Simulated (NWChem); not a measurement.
System: AlIClF; SMILES [F][Al]([I])[Cl]

Excerpt of the output:

```
             Northwest Computational Chemistry Package (NWChem) 7.3.0
             --------------------------------------------------------

 CS  symmetry detected

                             Geometry "geometry" -> ""
                             -------------------------

 Output coordinates in angstroms (scale by  1.889725989 to convert to a.u.)

  No.       Tag          Charge          X              Y              Z
 ---- ---------------- ---------- -------------- -------------- --------------
    1 Al                  13.0000    -0.43148214    -1.04564562     0.00000000
    2 Cl                  17.0000     1.02048019    -2.53261737     0.00000000
    3 F                    9.0000    -2.01907065    -1.50970134     0.00000000
    4 I                   53.0000     0.12137246     1.32519246     0.00000000

 Effective nuclear repulsion energy (a.u.)     460.1420371992

      Symmetry information
      --------------------

 Group name             Cs
 Group number              2
 Group order               2
 No. of unique centers     4

                                 NWChem DFT Module
                                 -----------------

 Summary of "ao basis" -> "ao basis" (spherical)
 ------------------------------------------------------------------------------
       Tag                 Description            Shells   Functions and Types
 ---------------- ------------------------------  ------  ---------------------
 Al                         def2-svp                 8       18   4s3p1d
 Cl                         def2-svp                 8       18   4s3p1d
 F                          def2-svp                 6       14   3s2p1d
 I                          def2-svp                10       26   4s4p2d

      Symmetry analysis of basis
      --------------------------

        a'         54
        a"         22

            General Information
            -------------------
          SCF calculation type: DFT
          Wavefunction type:  closed shell.
          No. of atoms     :     4
          No. of electrons :    64
           Alpha electrons :    32
            Beta electrons :    32
          Charge           :     0
          Spin multiplicity:     1
          Use of symmetry is: on ; symmetry adaption is: on
          Maximum number of iterations: 150
          AO basis - number of functions:    76
                     number of shells:    32
          Convergence on energy requested:  1.00D-06
          Convergence on density requested:  1.00D-05
          Convergence on gradient requested:  5.00D-04

              XC Information
              --------------
                       M05-2X Method XC Functional
                     Hartree-Fock (Exact) Exchange  0.560
                M05-2X metaGGA Exchange Functional  0.440
                      M05-2X Correlation Potential  1.000

             Grid Information
             ----------------
          Grid used for XC integration:  medium
          Radial quadrature: Mura-Knowles
          Angular quadrature: Lebedev.
          Tag              B.-S. Rad. Rad. Pts. Rad. Cut. Ang. Pts.
          ---              ---------- --------- --------- ---------
          Al                  1.25       88           9.0       590
          Cl                  1.00       88          11.0       590
          F                   0.50       49          10.0       434
          I                   1.40      123          10.0       590
          Grid pruning is: on
          Number of quadrature shells:   348
          Spatial weights used:  Erf1

      Superposition of Atomic Density Guess
      -------------------------------------

 Sum of atomic energies:       -1147.53456766

      Non-variational initial energy
      ------------------------------

 Total energy =   -1097.539684
 1-e energy   =   -2186.364835
 2-e energy   =     808.935899
 HOMO         =      -0.364875
 LUMO         =      -0.029953

      Symmetry analysis of molecular orbitals - initial
      -------------------------------------------------

  Numbering of irreducible representations:

     1 a'          2 a"

  Orbital symmetries:

     1 a'          2 a'          3 a'          4 a'          5 a'
     6 a'          7 a"          8 a'          9 a'         10 a'
    11 a"         12 a'         13 a'         14 a'         15 a"
    16 a'         17 a'         18 a"         19 a'         20 a"
    21 a'         22 a'         23 a'         24 a'         25 a'
    26 a"         27 a'         28 a'         29 a"         30 a'
    31 a"         32 a'         33 a'         34 a"         35 a'
    36 a'         37 a'         38 a'         39 a"         40 a'
    41 a'         42 a"

     ---------------------------------------------
      Total Density - Mulliken Population Analysis
     ---------------------------------------------

    Atom       Charge   Shell Charges
 -----------   ------   -------------------------------------------------------
    1 Al  13    11.54   2.00  1.99  0.66  0.06  5.93  0.47  0.25  0.19
    2 Cl  17    17.44   2.00  1.99  1.22  0.71  5.94  2.17  3.39  0.01
    3 F    9     9.67   1.99  1.15  0.79  3.56  2.17  0.00
    4 I   25    25.35   1.83  0.22  1.22  0.67  2.93  3.13  2.63  2.70  9.82  0.19

   convergence    iter        energy       DeltaE   RMS-Dens  Diis-err
 ---------------- ----- ----------------- --------- --------- ---------
 d= 0,ls=0.0,diis     1  -1099.9494314888 -1.38D+03  1.48D-02  6.33D-01
 d= 0,ls=0.0,diis     2  -1099.9539584662 -4.53D-03  6.67D-03  8.00D-01
 d= 0,ls=0.0,diis     3  -1100.0262074341 -7.22D-02  9.60D-04  6.27D-03
 d= 0,ls=0.0,diis     4  -1100.0266593317 -4.52D-04  4.16D-04  1.25D-03
 d= 0,ls=0.0,diis     5  -1100.0268405082 -1.81D-04  8.72D-05  2.33D-05
  Resetting Diis
 d= 0,ls=0.0,diis     6  -1100.0268448919 -4.38D-06  2.17D-05  1.70D-06
 d= 0,ls=0.0,diis     7  -1100.0268452075 -3.16D-07  5.56D-06  5.55D-08

         Total DFT energy =    -1100.026845207548
      One electron energy =    -2187.798688444362
           Coulomb energy =      887.571152222743
    Exchange-Corr. energy =      -79.688561149485
 Nuclear repulsion energy =      279.889252163556

 Numeric. integr. density =       63.999999099391

                  Occupations of the irreducible representations
                  ----------------------------------------------

                     irrep           alpha         beta
                     --------     --------     --------
                     a'               24.0         24.0
                     a"                8.0          8.0

                       DFT Final Molecular Orbital Analysis
                       ------------------------------------

 Vector   30  Occ=2.000000D+00  E=-4.073603D-01  Symmetry=a'
              MO Center=  5.4D-01, -9.7D-01,  1.5D-15, r^2= 5.1D+00
   Bfn.  Coefficient  Atom+Function         Bfn.  Coefficient  Atom+Function
  ----- ------------  ---------------      ----- ------------  ---------------
    30      0.410869  2 Cl py                62      0.332824  4 I  py
    27      0.312462  2 Cl py                65      0.261373  4 I  py
    29      0.240117  2 Cl px                24      0.180015  2 Cl py
    26      0.179458  2 Cl px                61      0.163537  4 I  px
    59     -0.134674  4 I  py                64      0.133633  4 I  px

 Vector   31  Occ=2.000000D+00  E=-3.617287D-01  Symmetry=a"
              MO Center=  1.1D-01,  1.1D+00, -1.9D-13, r^2= 2.4D+00
   Bfn.  Coefficient  Atom+Function         Bfn.  Coefficient  Atom+Function
  ----- ------------  ---------------      ----- ------------  ---------------
    63      0.592625  4 I  pz                66      0.523752  4 I  pz
    60     -0.240331  4 I  pz                57     -0.196300  4 I  pz
    31     -0.107453  2 Cl pz                28     -0.073112  2 Cl pz
    10      0.062712  1 Al pz                15      0.054381  1 Al d -1
    13      0.046592  1 Al pz                25     -0.042558  2 Cl pz

 Vector   32  Occ=2.000000D+00  E=-3.551448D-01  Symmetry=a'
              MO Center=  1.2D-01,  1.1D+00, -7.7D-15, r^2= 2.6D+00
   Bfn.  Coefficient  Atom+Function         Bfn.  Coefficient  Atom+Function
  ----- ------------  ---------------      ----- ------------  ---------------
    61      0.581508  4 I  px                64      0.502379  4 I  px
    58     -0.234292  4 I  px                55     -0.191278  4 I  px
    62     -0.155255  4 I  py                65     -0.135503  4 I  py
    30     -0.128777  2 Cl py                27     -0.093945  2 Cl py
    59      0.062576  4 I  py                29     -0.060479  2 Cl px

 Vector   33  Occ=0.000000D+00  E=-2.776179D-02  Symmetry=a'
              MO Center= -2.2D-01, -6.1D-01, -1.8D-15, r^2= 4.8D+00
   Bfn.  Coefficient  Atom+Function         Bfn.  Coefficient  Atom+Function
  ----- ------------  ---------------      ----- ------------  ---------------
     4      1.033992  1 Al s                 65      0.542200  4 I  py
     3      0.477604  1 Al s                 54     -0.396985  4 I  s
     2      0.294205  1 Al s                 22     -0.286598  2 Cl s
    62      0.262645  4 I  py                30     -0.260476  2 Cl py
    53     -0.237435  4 I  s                 29      0.196108  2 Cl px

 Vector   34  Occ=0.000000D+00  E=-1.563222D-02  Symmetry=a"
              MO Center= -3.3D-01, -9.1D-01,  2.6D-13, r^2= 4.2D+00
   Bfn.  Coefficient  Atom+Function         Bfn.  Coefficient  Atom+Function
  ----- ------------  ---------------      ----- ------------  ---------------
    13      0.769086  1 Al pz                10      0.406563  1 Al pz
    31     -0.282580  2 Cl pz                66     -0.269684  4 I  pz
     7     -0.197248  1 Al pz                63     -0.179290  4 I  pz
    45     -0.169710  3 F  pz                42      0.166411  3 F  pz
    28     -0.142025  2 Cl pz                73     -0.093258  4 I  d -1

 Vector   35  Occ=0.000000D+00  E= 8.731492D-02  Symmetry=a'
              MO Center= -4.4D-01, -5.8D-01, -1.1D-14, r^2= 5.2D+00
   Bfn.  Coefficient  Atom+Function         Bfn.  Coefficient  Atom+Function
  ----- ------------  ---------------      ----- ------------  ---------------
    11      1.150123  1 Al px                22     -0.405113  2 Cl s
    39      0.398997  3 F  s                 30     -0.309738  2 Cl py
    64     -0.269128  4 I  px                 8      0.229060  1 Al px
    65      0.220103  4 I  py                 3      0.192326  1 Al s
    61     -0.168399  4 I  px                72     -0.149051  4 I  d -2

     ---------------------------------------------
      Total Density - Mulliken Population Analysis
     ---------------------------------------------

    Atom       Charge   Shell Charges
 -----------   ------   -------------------------------------------------------
    1 Al  13    12.11   2.00  1.98  0.75 -0.03  5.93  0.79  0.36  0.34
    2 Cl  17    17.24   2.00  1.98  1.24  0.70  5.93  2.15  3.22  0.01
    3 F    9     9.38   1.99  1.10  0.82  3.35  2.12  0.00
    4 I   25    25.26   1.83  0.22  1.29  0.62  2.93  3.12  2.68  2.56  9.80  0.22

     -------------------------------------------
      Total Density - Lowdin Population Analysis
     -------------------------------------------

    Atom       Charge   Shell Charges
 -----------   ------   -------------------------------------------------------
    1 Al  13    12.74   2.00  1.93  0.55  0.23  5.81  0.91  0.74  0.57
    2 Cl  17    17.01   2.00  1.95  1.03  0.78  5.82  2.25  3.16  0.01
    3 F    9     9.22   1.98  1.00  0.77  3.22  2.25  0.00
    4 I   25    25.03   1.25  0.73  1.03  0.79  2.77  3.19  2.55  2.70  9.48  0.54

     Multipole analysis of the density
     ---------------------------------

     L   x y z        total         alpha         beta         nuclear
     -   - - -        -----         -----         ----         -------
     0   0 0 0     -0.000000    -32.000000    -32.000000     64.000000

     1   1 0 0      0.209958      3.316029      3.316029     -6.422100
     1   0 1 0      0.120018     35.119518     35.119518    -70.119018
     1   0 0 1     -0.000000     -0.000000     -0.000000      0.000000

     2   2 0 0    -45.689680   -124.944879   -124.944879    204.200079
     2   1 1 0     -0.593400     11.516672     11.516672    -23.626744
     2   1 0 1     -0.000000     -0.000000     -0.000000      0.000000
     2   0 2 0    -43.763708   -356.973734   -356.973734    670.183760
     2   0 1 1     -0.000000     -0.000000     -0.000000      0.000000
     2   0 0 2    -39.169573    -19.584787    -19.584787      0.000000
```

Level: M05-2X/def2-SVP with def2 effective core potentials on I. Geometry: optimised at PBE0/def2-SVP. def2 effective core potentials on I; no spin-orbit coupling.

Problem. Which NWChem input produces such a log?

Solution. Several could match; the one computed here: the input that was run:
```
start job
memory heap 200 mb stack 900 mb global 1100 mb
geometry units angstroms noautoz
  Al    -0.426559    -1.055874     0.000000
  Cl     1.016795    -2.551203     0.000000
  F     -2.016800    -1.510757     0.000000
  I      0.139973     1.311733     0.000000
end
basis spherical
  * library def2-svp
end
ecp
  I library def2-ecp
end
dft
  xc m05-2x
  iterations 150
  mulliken
end
task dft energy
```
